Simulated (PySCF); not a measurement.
HO3S, SMILES O=S(=O)=[OH+], charge +1.

Geometry: PBE0-D3(BJ)/def2-SVP. The isomer is the one that the SMILES or the coordinates give; other isomers of the formula were not compared.

Vertical ionisation energy (IE) and electron affinity (EA) in eV. Rows of orbital energies are one-electron estimates. Where ΔSCF, EOM or ADC give a negative EA the extra electron is unbound and the value depends on the basis.

| level | IE | EA |
|---|---|---|
| −ε(HOMO), −ε(LUMO), CAM-B3LYP/def2-TZVPD (PySCF) | 19.57 | 9.02 |
| ADC(2)/aug-cc-pVDZ (PySCF) | ___ | ___ |

Task: Fill in the missing entries. (An estimate is asked for; the answer gives what the named calculation found.)

Result: 
- ADC(2)/aug-cc-pVDZ (PySCF), IE: 19.34
- ADC(2)/aug-cc-pVDZ (PySCF), EA: 7.47

Task: Beyond the first one, list the lowest photoelectron lines from ADC(2)/aug-cc-pVDZ (PySCF) with their pole strengths (two spins summed). (An estimate is asked for; the answer gives what the named calculation found.)

Result: 20.40 eV (1.71), 20.57 eV (1.69), 20.94 eV (1.72), 22.44 eV (1.70), 23.97 eV (1.67).
